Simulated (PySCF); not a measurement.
**Computed structure and properties of ReO3F**

System: ReO3F (singlet); start: template (C3v). Method: PySCF 2.14.0, RKS BP86, Re def2-SVP with ECP60, O def2-SVP, F def2-SVP; non-relativistic Hamiltonian with scalar-relativistic core potentials where named; density fitting; no spin-orbit coupling.

Input of the relaxation:

```python
mol = gto.M(atom='''
Re     0.01973    -0.01973     0.01973
O      0.87423     0.83477     0.87423
O     -0.83477    -0.87423     0.87423
O      0.87423    -0.87423    -0.83477
F     -0.96337     0.96337    -0.96337''',
    basis={'Re': 'def2-SVP', 'O': 'def2-SVP', 'F': 'def2-SVP'},
    ecp={'Re': 'def2-SVP'},
    charge=0, spin=0)
mf = dft.RKS(mol, xc='B88,P86')
mf.grids.atom_grid = (50, 194)
mf = mf.density_fit()  # fitting sets: Re def2-universal-JKFIT, O def2-universal-JKFIT, F def2-universal-JKFIT
mf.conv_tol = 1e-08; mf.max_cycle = 55
mf.kernel(dm0)  # dm0: converged density of the start geometry
# quasi-Newton relaxation in Cartesian coordinates to a largest gradient under 0.00045 Eh/bohr, steps kept in the point group
```

Run from Python with OMP_NUM_THREADS=2; the lines above give its settings. Where DIIS fails, smearing, a level shift and second-order steps follow.
It took 15 s on 2 threads of Arm Neoverse V1 (shared host), from the converged density of the start.

Course of the relaxation:

```tsv
step	energy above end (eV)	largest force component within the symmetry (eV/Å)
0	8.3691	15.824
1	0.4262	4.102
2	0.0124	0.683
3	0.0012	0.224
4	0.0000	0.019
5	0.0000	0.010
```

Relaxed geometry (C3v):

```xyz
5

Re   -0.0035    0.0035   -0.0035
O     1.0054    0.9557    1.0054
O    -0.9557   -1.0054    1.0054
O     1.0054   -1.0054   -0.9557
F    -1.0815    1.0815   -1.0815
```

```tsv
contact	Å
Re1–O2 (O)	1.715
Re1–O3 (O)	1.715
Re1–O4 (O)	1.715
Re1–F5 (F)	1.867
```

On the finer grid (75, 302):

```yaml
HOMO: -8.59 eV
LUMO: -4.24 eV
Dipole_about_the_centre_of_mass: 1.21 D
Set_of_Mulliken_populations_of_Re1_outside_the_core_potential: s 2.43, p 6.39, d 4.81, f 0.21
D3_BJ_dispersion_energy_not_in_the_energies: -0.182 eV
```

| atom | Mulliken (e) | Löwdin (e) | spin (e) |
| --- | --- | --- | --- |
| Re1 | 1.16 | 0.38 | 0.00 |
| O2 | -0.30 | -0.09 | 0.00 |
| O3 | -0.30 | -0.09 | 0.00 |
| O4 | -0.30 | -0.09 | 0.00 |
| F5 | -0.27 | -0.10 | 0.00 |

On the grid (50, 194), as all that follows. Harmonic modes: a minimum; lowest 218 cm⁻¹ (negative: unstable), highest 1004 cm⁻¹, zero-point energy 0.315 eV.

Rigid scan of O along the line from its metal:

| distance to O2 (Å) | energy (eV) |
| --- | --- |
| 1.42 | 4.199 |
| 1.52 | 1.529 |
| 1.62 | 0.316 |
| 1.72 | 0.000 |
| 1.82 | 0.219 |
| 1.92 | 0.743 |
| 2.02 | 1.424 |
| 2.17 | 2.553 |

Taking off one F (charge -1, singlet; the rest: singlet) in vacuum, both parts rigid, costs 14.67 eV; the small basis without counterpoise inflates it. Most of it is the attraction of opposite charges; other ways to part are cheaper, and one spin state was tried for the rest.

Rigid scan of F along the line from its metal:

distance to F5 (Å), energy (eV) and a bar:
```
     1.57      2.380 #################
     1.67      0.873 ######
     1.77      0.184 #
     1.87      0.000 
     1.97      0.125 #
     2.07      0.431 ###
     2.27      1.294 #########
     2.57      2.679 ###################
     2.97      4.159 ##############################
```

One start shape was tried, so this needn't be the lowest isomer.
